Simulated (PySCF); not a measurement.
Computed shifts of a molecule C₃H₈OSe, PBE0/pcSseg-1 in PySCF, GIAO, gas phase, equivalent atoms averaged, in ppm (number of nuclei): ¹³C: 51.4 (1), 25.5 (2). ¹H: 2.76 (1), 1.98 (3), 1.82 (3), 1.61 (1). References: ⁷⁷Se against Me2Se (σ = 1740.1 ppm); ¹³C against TMS (σ = 186.3 ppm); ¹H against TMS (σ = 31.56 ppm); ¹⁷O against H2O (σ = 334.2 ppm), references at their B3LYP-D3(BJ)/def2-TZVP geometries, non-relativistic. Geometry: PBE0-D3(BJ)/def2-SVP. Other conformers were not sampled.

Question: Pick the molecule that these values belong to.
A) CO[C@@H](C)[SeH]
B) CC(C)[Se]O
C) COCC[SeH]
D) CCOC[SeH]

Answer: B, CC(C)[Se]O
